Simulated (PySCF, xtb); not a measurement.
I₆In₂, SMILES [In-]1([I+][In-]([I])([I+]1)[I])([I])[I].

GFN2-xTB in xtb at its own geometry gives an orbital gap of 2.41 eV and a dipole moment of 0.01 D.

Coordinates come from a PBE0-D3(BJ)/def2-SVP optimisation. The def2 effective core potentials stand for the cores of I, In; spin–orbit coupling is left out.

Q: What does CAM-B3LYP/def2-SVP run with PySCF give? (Estimate from the structure and the level; the computed values follow.)

A: gap 6.52 eV (levels -8.97 and -2.45 eV), dipole 0.01 D.
